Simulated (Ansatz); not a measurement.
Stepwise reaction of `[InH2][I]` with hydrogen fluoride, as a gas-phase model of exchange steps in deposition or etching. ΔE in kJ/mol; ΔG adds harmonic PBE0-D4 terms to CCSD(T)/CBS, at 1 bar.

Isolated molecules relaxed with PBE0-D4/def2-TZVP in Ansatz; ΔE leaves out vibrations. CCSD(T)/CBS adds triple-zeta CCSD(T) − MP2 to the extrapolated MP2 energy (def2 sets, frozen cores). This one scheme is used for every species. DFT in def2-TZVPP. B3LYP here is the variant with VWN-RPA as its local correlation; programs differ in this. def2 core potentials past Kr. For I, In outer-core shells are correlated without core-valence functions, which leaves a few kJ/mol of doubt a bond.

| step | reaction | PBE-D4 | B3LYP-D4 | ωB97M-V | CCSD(T)/CBS | ΔG(500 K) |
| --- | --- | --- | --- | --- | --- | --- |
| 2 | `[F][InH][I]` + H–F → `[F][In]([F])[I]` + H₂ | -21.2 | -22.1 | -17.6 | -19.3 | -15.4 |

Question: Give the row of step 1, `[InH2][I]` + H–F → `[F][InH][I]` + H₂. (An estimate is asked.)

Answer: Computed: 
| step | reaction | PBE-D4 | B3LYP-D4 | ωB97M-V | CCSD(T)/CBS | ΔG(500 K) |
| --- | --- | --- | --- | --- | --- | --- |
| 1 | `[InH2][I]` + H–F → `[F][InH][I]` + H₂ | -47.3 | -48.2 | -42.9 | -44.6 | -46.7 |

Question: By hand: ΔE of the 2 steps together at CCSD(T)/CBS.

Answer: (-44.6) + (-19.3) = -63.9 kJ/mol, or -32.0 kJ/mol a step.

In ΔE each step is higher than the one before. All are downhill at CCSD(T)/CBS. ΔG lies between -46.7 and -15.4 kJ/mol a step. PBE-D4 differs from CCSD(T)/CBS by -2.7 to -1.9 kJ/mol a step. Isolated molecules leave out the surface, adducts and barriers. Largest T1 diagnostic: 0.015.
